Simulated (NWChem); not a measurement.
SnNH4Cl; SMILES [NH2][SnH2][Cl]

```xyz
7

Sn    -0.3133     0.3585     0.0000
N      1.3219     1.5529     0.0000
Cl     0.2895    -1.9373     0.0000
H     -1.1678     0.6247    -1.4523
H     -1.1678     0.6247     1.4523
H      1.9123     1.4435    -0.8225
H      1.9123     1.4435     0.8225
```
Atoms are numbered in this order, from 1.

Coordinates come from a PBE0/def2-SVP optimisation. def2 effective core potentials on Sn; no spin-orbit coupling.

Symmetry labels are those of Cs in the frame above (b1 and b2, or b-type labels, depend on it).

Task: List the 4 lowest vertical singlet excitations from LRC-wPBEh/def2-SVP with def2 effective core potentials on Sn, full TDDFT (NWChem).

Result: 
```tsv
state	energy (eV)	oscillator strength	symmetry	leading excitation (squared amplitude)
S1	6.28	0.091	a'	HOMO → LUMO (0.59)
S2	6.65	0.021	a"	HOMO−1 → LUMO (0.96)
S3	6.69	0.025	a'	HOMO−2 → LUMO (0.41)
S4	7.01	0.025	a'	HOMO−2 → LUMO (0.55)
```
